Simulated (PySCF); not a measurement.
## `Cc1ccccc1C(=O)[SiH3]`, C8H10OSi

Geometry (Å), atoms numbered from 1 in this order:
```xyz
20

C    -0.853    2.275   -0.161
C    -0.774    0.787   -0.009
C    -1.958    0.044    0.067
C    -1.955   -1.342    0.203
C    -0.748   -2.034    0.269
C     0.439   -1.317    0.201
C     0.452    0.079    0.064
C     1.771    0.762   -0.003
O     1.890    1.962   -0.166
Si    3.437   -0.243    0.147
H    -0.332    2.615   -1.067
H    -0.354    2.791    0.672
H    -1.903    2.598   -0.205
H    -2.911    0.576    0.015
H    -2.903   -1.883    0.258
H    -0.733   -3.121    0.374
H     1.387   -1.860    0.256
H     3.618   -1.132   -1.043
H     4.525    0.771    0.193
H     3.486   -1.097    1.375
```

Method: PySCF, TDDFT CAM-B3LYP/aug-cc-pVDZ circular dichroism and optical rotation, one conformer, gas phase. Geometry: PBE0-D3(BJ)/def2-SVP.

No stereocentre is labelled: unless the shape is locked (an allene, a helicene, a hindered biaryl), the mirror image is equally populated and a measured rotation or CD is zero. Singlets 8 and 9 lie within 0.01 eV of each other, so their separate moments and overlaps can depend on how they mix.

(1) List the lowest 12 singlet excitations with oscillator and rotatory strengths.

Results:

(1) Rotatory strengths R in 10⁻⁴⁰ esu² cm², velocity form and length form (origin at the centre of mass); f in length form.
```csv
state,E (eV),λ (nm),f,R (velocity),R (length),main
1,3.17,391,0.001,-0.3,-0.1,HOMO→LUMO 0.90
2,4.73,262,0.055,-0.4,-0.5,HOMO−1→LUMO 0.81
3,5.21,238,0.227,+1.1,+1.1,"HOMO−2→LUMO 0.78, HOMO−1→LUMO 0.09"
4,5.98,207,0.0003,+0.1,+0.1,HOMO→LUMO+2 0.95
5,6.17,201,0.003,+5.9,+5.6,"HOMO→LUMO+1 0.31, HOMO→LUMO+4 0.23"
6,6.31,197,0.280,-29.1,-29.1,"HOMO−1→LUMO+2 0.54, HOMO−2→LUMO+2 0.13"
7,6.34,195,0.010,+23.9,+24.1,HOMO→LUMO+9 0.72
8,6.48,191,0.241,+35.2,+35.5,"HOMO−2→LUMO+2 0.46, HOMO−1→LUMO+1 0.18"
9,6.49,191,0.068,-36.6,-37.0,"HOMO−1→LUMO+1 0.67, HOMO−2→LUMO+2 0.13"
10,6.78,183,0.069,+1.3,+1.2,"HOMO→LUMO+1 0.29, HOMO→LUMO+3 0.23"
11,6.83,182,0.008,-1.8,-1.7,HOMO−2→LUMO+1 0.82
12,6.89,180,0.0001,+0.3,+0.3,"HOMO−5→LUMO 0.74, HOMO−3→LUMO 0.15"
```

Among the states computed, the strongest CD band (largest |R|) is state 9. The largest dissymmetry factor in size, g = 4R/(D+G), with D and G the electric and magnetic dipole strengths, is +0.023 for state 7 (velocity form, f = 0.010), among bands with |R| over 0.5. The mirror image has the same energies and oscillator strengths and all R with the opposite sign.
